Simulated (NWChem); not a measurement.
System: ZnF2; SMILES [F][Zn][F]

```xyz
3

Zn     0.0000     0.0000    -0.2602
F      1.7317     0.0000    -0.2601
F     -1.7317     0.0000    -0.2601
```
Atoms are numbered in this order, from 1.

Computed with NWChem. Pople sets run with spherical d functions. The geometry was optimised at PBE0-D3(BJ)/def2-TZVP. Static field.

**Question.** Order these by “anisotropy (bohr³)”, lowest first: Hartree-Fock/def2-TZVP; Hartree-Fock/def2-SVPD; Hartree-Fock/def2-SVP.

**Answer.** Hartree-Fock/def2-SVPD (4.4), Hartree-Fock/def2-TZVP (5.9), Hartree-Fock/def2-SVP (6.9)
